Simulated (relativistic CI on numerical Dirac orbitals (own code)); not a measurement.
Line list: Electric-dipole lines, Nb⁸⁺

These numbers are calculated, not measured: Dirac-Coulomb-Breit CI, KLI orbitals optimised for each configuration, model QED (radiative potential, 1s self-energy scaled to tabulated hydrogen-like ionisation energies), unscaled Slater integrals (own radial code, finite nucleus).

Configurations in the expansion (outside the closed core [Ar] 3d10): 4s2.4p3, 4s.4p4, 4p5, 4s2.4p2.4d, 4s.4p3.4d, 4s2.4p2.4f, 4s.4p3.4f, 4s2.4p2.5s, 4p4.4d, 4s2.4p2.5p, 4s.4p2.4d2, 4s2.4p.4d.5p, 4s2.4p.4d2, 4s2.4d3, 4s.4p.4d3, 4s2.4d2.4f, 4s.4p.4d2.4f, 4s2.4d2.5s, 4p3.4d2, 4p2.4d3, 4p2.4d2.4f, 4p2.4d2.5s. Double excitations out of closed p, d and f shells are left out; levels of such configurations are missing from the list, as are those of other unlisted configurations, and high levels can miss mixing partners. These lack a partner that the ground configuration has and come out too high: 4s2.4p2.5p.

```csv
λ vac (nm),Lower,Upper,A (s⁻¹),log gf,S velocity/length
24.577,4s2.4p3 2D°_5/2 [3],4s2.4p2.4d 2F_7/2 [38],1.54e+11,1.05,0.95
24.585,4s.4p4 4P_5/2 [6],4s.4p3.4d 4D°_7/2 [89],8.71e+10,0.80,0.92
24.626,4s2.4p3 2D°_3/2 [2],4s2.4p2.4d 2F_5/2 [36],1.33e+11,0.86,0.95
24.691,4s.4p4 2D_5/2 [10],4s.4p3.4d 2F°_7/2 [118],1.48e+11,1.03,0.92
24.735,4s2.4p3 2P°_1/2 [4],4s2.4p2.4d 2D_3/2 [40],8.98e+10,0.52,0.95
24.771,4s.4p4 2D_3/2 [9],4s.4p3.4d 2F°_5/2 [114],8.18e+10,0.65,0.91
24.969,4s.4p4 4P_3/2 [7],4s.4p3.4d 4D°_5/2 [93],9.19e+10,0.71,0.92
25.156,4s2.4p2.4d 4F_9/2 [21],4s2.4p.4d2 4F°_9/2 [183],8.17e+10,0.89,0.91
25.186,4s.4p4 4P_5/2 [6],4s.4p3.4d 4P°_5/2 [84],5.93e+10,0.53,0.94
25.209,4s.4p4 4P_5/2 [6],4s.4p3.4d 4P°_3/2 [82],9.10e+10,0.54,0.92
25.212,4s2.4p3 4S°_3/2 [1],4s2.4p2.4d 4P_1/2 [30],9.42e+10,0.25,0.97
25.374,4s2.4p3 2P°_3/2 [5],4s2.4p2.4d 2D_5/2 [41],1.27e+11,0.87,0.95
25.488,4s2.4p2.4d 2G_9/2 [26],4s2.4p.4d2 2H°_11/2 [198],1.32e+11,1.19,0.85
25.493,4s2.4p3 4S°_3/2 [1],4s2.4p2.4d 4P_3/2 [29],9.74e+10,0.58,0.97
25.513,4s.4p4 2D_5/2 [10],4s.4p3.4d 2D°_5/2 [110],6.84e+10,0.60,0.88
25.523,4s2.4p3 2D°_3/2 [2],4s2.4p2.4d 2D_3/2 [33],7.57e+10,0.47,0.97
25.571,4s2.4p2.4d 2G_7/2 [25],4s2.4p.4d2 2G°_9/2 [194],7.95e+10,0.89,0.84
25.759,4s2.4p3 4S°_3/2 [1],4s2.4p2.4d 4P_5/2 [27],1.07e+11,0.80,0.97
25.851,4s.4p4 2P_3/2 [12],4s.4p3.4d 2P°_3/2 [133],1.03e+11,0.62,0.91
25.861,4s.4p4 2P_3/2 [12],4s2.4p2.4f 2D°_5/2 [132],9.58e+10,0.76,0.85
26.021,4s2.4p2.4d 4F_9/2 [21],4s2.4p.4d2 4G°_11/2 [173],1.15e+11,1.15,0.84
26.058,4s2.4p2.4d 4F_7/2 [16],4s2.4p2.4f 4G°_9/2 [164],6.60e+10,0.83,0.85
26.067,4s2.4p2.4d 4P_5/2 [27],4s2.4p.4d2 4D°_7/2 [195],1.29e+11,1.02,0.87
26.132,4s2.4p2.4d 2G_7/2 [25],4s2.4p.4d2 2G°_7/2 [190],8.62e+10,0.85,0.92
26.415,4s2.4p2.4d 2P_3/2 [24],4s.4p3.4d 2D°_5/2 [187],1.05e+11,0.82,0.86
26.557,4s2.4p3 2D°_5/2 [3],4s2.4p2.4d 2D_5/2 [32],5.36e+10,0.53,0.96
26.596,4s2.4p3 2P°_3/2 [5],4s2.4p2.4d 2P_3/2 [39],5.53e+10,0.37,0.93
26.643,4s2.4p2.4d 2F_5/2 [17],4s2.4p2.4f 2G°_7/2 [162],6.23e+10,0.72,0.82
27.129,4s2.4p2.4d 2F_7/2 [23],4s2.4p2.4f 2G°_9/2 [174],6.02e+10,0.82,0.80
29.247,4s2.4p3 2D°_5/2 [3],4s2.4p2.4d 2P_3/2 [24],3.89e+10,0.30,0.97
```

Terms are leading LS components. Brackets give the number of a level in order of energy, since labels repeat. The list gives strong lines, with weight on those to low levels, among the lowest 200 of 3608 levels, so that lines to higher ones, which can be the strongest, are missing. Levels whose partners in the same complex of configurations lie outside the list can be far off, and so can their lines. Rates are taken at the computed energies, electric ones in the length gauge. A velocity-to-length ratio far from 1 marks an uncertain rate.

At this charge configurations can still be misplaced by up to about 7 % of their energy.

LS names give the leading component of a level, which can be under half, so a name can repeat, a term be missing and a line seem to break the LS rules.
